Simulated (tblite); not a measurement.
Compound: C₃H₁₂AsBO.
Atom-mapped SMILES: `[CH3:1][CH2:2][CH2:3][O:4][BH2-:5][AsH3+:6]` (hydrogens: H7, H8, H9 on C1; H10, H11 on C2; H12, H13 on C3; H14, H15 on B5; H16, H17, H18 on As6)

Computed with GFN2-xTB (tblite), gas phase: L-BFGS steps from a force-field or distance-geometry start until the largest atomic force falls under 0.01 eV/Å.

Step 29: E = -549.9969 eV
```
atom  x, y, z in Å  |  force x, y, z in eV/Å
C1     -3.1060    0.5747   -0.3385   -0.035  -0.004  -0.008
C2     -1.6247    0.9389   -0.2795    0.052  -0.050   0.028
C3     -0.7762   -0.2819    0.0767    0.082  -0.087   0.029
O4      0.5991    0.0046    0.1427    0.088  -0.008   0.010
B5      1.4438   -1.1149    0.4748   -0.101   0.025  -0.040
As6     3.3718   -0.1003    0.4325   -0.012  -0.036  -0.012
H7     -3.4553    0.1948    0.6194    0.075  -0.016   0.020
H8     -3.7132    1.4401   -0.5916    0.067   0.085  -0.010
H9     -3.2906   -0.1887   -1.0911    0.067  -0.033  -0.004
H10    -1.2984    1.3282   -1.2453    0.012   0.013   0.007
H11    -1.4637    1.7144    0.4710    0.023   0.012  -0.008
H12    -1.1000   -0.6839    1.0471   -0.093  -0.018   0.090
H13    -0.9368   -1.0711   -0.6710   -0.076  -0.062  -0.091
H14     1.4016   -1.5301    1.5979   -0.038   0.024   0.016
H15     1.5896   -1.9686   -0.3555   -0.037   0.037  -0.011
H16     4.6494   -0.8239    0.7182   -0.017   0.009  -0.001
H17     3.7484    1.0252    1.3288   -0.020   0.051  -0.049
H18     3.9523    0.5489   -0.7748   -0.038   0.059   0.034
```

Step 30: E = -550.0006 eV
```
atom  x, y, z in Å  |  force x, y, z in eV/Å
C1     -3.1048    0.5860   -0.3408   -0.061  -0.014  -0.012
C2     -1.6206    0.9305   -0.2772    0.035  -0.037   0.023
C3     -0.7814   -0.2953    0.0799    0.112  -0.084   0.018
O4      0.5944   -0.0102    0.1440    0.112  -0.027   0.039
B5      1.4374   -1.1277    0.4778   -0.030   0.035  -0.053
As6     3.3713   -0.0931    0.4305   -0.050  -0.050  -0.006
H7     -3.4646    0.2077    0.6126    0.069  -0.006   0.072
H8     -3.6952    1.4619   -0.5954    0.042   0.086  -0.006
H9     -3.3010   -0.1739   -1.0921    0.075  -0.055  -0.056
H10    -1.2912    1.3195   -1.2415    0.036   0.005  -0.011
H11    -1.4560    1.7049    0.4725    0.041   0.025   0.020
H12    -1.1034   -0.6957    1.0525   -0.104  -0.015   0.046
H13    -0.9384   -1.0829   -0.6709   -0.113  -0.061  -0.061
H14     1.4086   -1.5431    1.6001   -0.058   0.042   0.031
H15     1.5962   -1.9802   -0.3505   -0.049   0.042  -0.027
H16     4.6560   -0.8048    0.7144   -0.008   0.017  -0.002
H17     3.7401    1.0387    1.3220   -0.017   0.046  -0.037
H18     3.9436    0.5640   -0.7759   -0.031   0.052   0.021
```

Task: Estimate the geometry and energy of step 31. (The exact step hangs on the optimiser's Hessian estimate; all steps are aligned on step 30, rigid shifts and turns removed.)

Result: E = -550.0043 eV, largest force 0.127 eV/Å
```
atom  x, y, z in Å  |  force x, y, z in eV/Å
C1     -3.1048    0.5987   -0.3435   -0.042  -0.017  -0.010
C2     -1.6155    0.9207   -0.2744    0.007  -0.016   0.011
C3     -0.7861   -0.3121    0.0836    0.085  -0.050  -0.002
O4      0.5905   -0.0285    0.1464    0.074  -0.042   0.055
B5      1.4301   -1.1429    0.4807    0.054   0.018  -0.036
As6     3.3713   -0.0856    0.4283   -0.066  -0.043   0.003
H7     -3.4741    0.2225    0.6065    0.059   0.013   0.094
H8     -3.6754    1.4879   -0.5998    0.030   0.046   0.006
H9     -3.3116   -0.1580   -1.0947    0.076  -0.051  -0.085
H10    -1.2827    1.3102   -1.2375    0.056  -0.014  -0.012
H11    -1.4467    1.6950    0.4744    0.057   0.015   0.037
H12    -1.1106   -0.7091    1.0588   -0.085  -0.012  -0.024
H13    -0.9440   -1.0970   -0.6718   -0.121  -0.040  -0.002
H14     1.4152   -1.5579    1.6031   -0.072   0.062   0.034
H15     1.6026   -1.9936   -0.3452   -0.057   0.041  -0.049
H16     4.6658   -0.7814    0.7100   -0.002   0.025  -0.004
H17     3.7321    1.0551    1.3135   -0.022   0.027  -0.029
H18     3.9350    0.5824   -0.7764   -0.030   0.036   0.010
```

The energy changes by -0.0036 eV. The first-order estimate −F·Δx gives -0.0051 eV and the mean of the old and new forces, exact on a quadratic surface, -0.0036 eV. The step makes an angle of 80° with the force vector and moves no atom by more than 0.033 Å.

The cost below is that of the whole relaxation. Time: 0.75 s of wall time. Hardware: one thread, Arm Neoverse N1 (aarch64), shared host.
